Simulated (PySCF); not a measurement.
## How methods differ on the excitation energy of Os⁺

Os⁺ [Xe] 4f14 5d6 6s1 (6D) → Os⁺ [Xe] 4f14 5d6 6p1 (high-spin determinant), as a difference of total energies. Computed with PySCF 2.14 in aug-cc-pwCVDZ-PP with ECP60MDF, with a scalar-relativistic core potential. Correlated levels: valence: 5s2 5p6 frozen; valence and next inner shell: nothing frozen outside the core potential. The calculations carry no spin-orbit coupling.

| method | excitation energy (eV) |
| --- | --- |
| UHF | 5.517 |
| LDA | 6.123 |
| PBE | 5.991 |
| PBE0 | 5.937 |
| r2SCAN | 6.131 |
| LC-wPBE | 5.801 |
| HSE06 | 5.925 |
| M06-L | 6.009 |
| TPSSh | 5.966 |
| MP2 (valence) | 5.873 |
| SCS-MP2 (valence) | 5.760 |
| MP2 (valence and next inner shell) | 6.047 |
| SCS-MP2 (valence and next inner shell) | 5.918 |

Problem. How much does correlation contribute at MP2 (valence and next inner shell)?

Solution. 6.047 − (5.517) = 0.530 eV, measured against UHF.

The determinant of the upper state mixes LS terms, which raises its energy above the lowest term, most at the Hartree-Fock and MP2 levels.
